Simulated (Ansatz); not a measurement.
Geometry optimisation, Ansatz, RKS BHLYP/6-31G*.

Input:

```yaml
crystal:
  periodic: [false, false, false]
  atoms:
    - { symbol: Al, position_ang: [0.0, 0.0, 0.0] }
    - { symbol: H, position_ang: [0.0, 0.0, 1.91] }
    - { symbol: "N", position_ang: [1.6627, 0.0, -0.96] }
    - { symbol: H, position_ang: [2.1293, -0.9179, -1.2118] }
    - { symbol: H, position_ang: [2.1141, 0.9179, -1.2382] }
    - { symbol: "N", position_ang: [-1.6627, 0.0, -0.96] }
    - { symbol: H, position_ang: [-2.3316, -0.8164, -0.8614] }
    - { symbol: H, position_ang: [-1.9118, 0.8164, -1.5886] }
    - { symbol: F, position_ang: [0.0892, 1.8864, 0.6275] }
    - { symbol: H, position_ang: [0.0478, 1.0118, 1.7645] }
basis:
  gaussian: { orbitals: "6-31G*" }
hamiltonian:
  xc: { name: BHLYP }
relax:
  f_tol: 0.15
  max_steps: 25
  restrain:
    - { distance: [0, 8], at: 1.69, k: 30.0 }
    - { distance: [9, 1], at: 0.66, k: 30.0 }
    - { distance: [0, 1], at: 2.76, k: 30.0 }
    - { distance: [9, 8], at: 2.12, k: 30.0 }
```

Launched with:

```bash
$ ansatz run input.yaml --threads 1 --pin off --max-ram 2048MiB --backend cpu --events-out ev --progress --plain --runs-dir out
```

Where does it end, and by what steps?

The forces met the threshold. The restraints hold the end off the free minimum. After 11 steps the energy has fallen by 3.650 eV (the restraints' own energy left out); H8 moved furthest, 0.95 Å. Joined: H2–H10 (1.02 → 0.71 Å).

```tsv
step	energy less start (eV)	largest force component (eV/Å)	accepted
0	0.0000	4.596	yes
1	-1.4067	5.001	yes
2	-2.5080	3.417	yes
3	-3.0365	1.959	yes
4	-3.2334	1.259	yes
5	-3.3444	1.279	yes
6	-3.4737	0.613	yes
7	-3.5758	0.855	yes
8	-3.6367	1.196	yes
9	-3.6508	0.747	no
10	-3.6583	0.670	yes
11	-3.6504	1.283	yes
```

```xyz
10
Properties=species:S:1:pos:R:3
Al -0.007 0.680 -0.542
H 0.112 0.222 2.180
N 1.544 -0.062 -0.919
H 1.675 -0.881 -1.482
H 2.429 0.302 -0.618
N -1.562 0.005 -1.019
H -1.701 -0.880 -1.471
H -2.440 0.468 -0.876
F -0.003 2.148 0.256
H 0.090 0.896 1.972
```

Run time: 41 s on 1 thread of Arm Neoverse V2, on a shared host, peak memory 0.15 GiB.
